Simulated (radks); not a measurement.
Charge is removed step by step from the 4d level of Er28+, starting from [Kr] 4d4. Method: scalar-relativistic Kohn-Sham, LDA (Slater exchange, Perdew-Wang correlation), spin-unpolarised, spherical densities, point nucleus; computed with a radial shooting solver on a logarithmic mesh with Libxc functionals.

removed (e)  E - E(0) (eV)  eigenvalue (eV)  E minus straight line (eV)
0                    0.000          -1019.0                       0.000
0.125               127.68          -1024.7                      -2.533
0.25                256.08          -1030.5                      -4.344
0.375               385.20          -1036.3                      -5.433
0.5                 515.04          -1042.1                      -5.799
0.625               645.61          -1047.9                      -5.439
0.75                776.91          -1053.7                      -4.354
0.875               908.93          -1059.5                      -2.541
1                   1041.7          -1065.4                       0.000

Removing the whole electron costs 1041.7 eV by Delta-SCF, against 1019.0 eV from minus the eigenvalue at the starting occupation. Slater's transition state (half an electron removed) gives 1042.1 eV. Integrating minus the eigenvalue over the occupation (Janak's theorem) gives 1042.1 eV. In this scalar-relativistic scheme the density is built from large components alone, so the theorem holds only approximately. The mean slope of the eigenvalue, de/dn, is 46.4 eV per electron. Ionisation energy of Er28+ in the NIST Atomic Spectra Database: 1046 eV (theoretical).

Beside tabulated values, note that spin-unpolarised runs miss the spin-polarisation part of the exchange energy of open shells.
